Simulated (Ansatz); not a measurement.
Job for Ansatz (a quantum-chemistry and plane-wave program): R-wB97M-V/def2-TZVPP on H6OSiSn (SMILES [SiH3][O][SnH3]), a point of a torsion scan. Elements past Kr take the def2 small-core potentials; no spin–orbit coupling.

Ansatz 0.2 input:
```yaml
crystal:
  periodic: [false, false, false]
  atoms:
    - {symbol: Si, position_ang: [1.69437907, -0.24851488, 0.08224174]}
    - {symbol: O, position_ang: [0.16244343, 0.11442613, -0.27108446]}
    - {symbol: Sn, position_ang: [-1.74613504, 0.22627486, -0.02657663]}
    - {symbol: H, position_ang: [2.13145823, -1.20367818, -0.93050148]}
    - {symbol: H, position_ang: [2.42729996, 1.01128313, 0.02243958]}
    - {symbol: H, position_ang: [1.76598554, -0.83589211, 1.41994399]}
    - {symbol: H, position_ang: [-2.03885916, 1.85924074, -0.07675266]}
    - {symbol: H, position_ang: [-2.08011794, -0.47774186, 1.44564196]}
    - {symbol: H, position_ang: [-2.34378873, -0.61232205, -1.32813741]}
basis:
  gaussian:
    orbitals: def2-TZVPP
hamiltonian:
  xc: {name: wB97M-V}
scf: {lower_state_search: off}
```

Q: Predict the final total energy.

A: -582.5792 hartree.

Q: How many basis functions does it have, and what does it roughly cost on one machine?

A: 207 functions; very roughly 8 core-seconds.
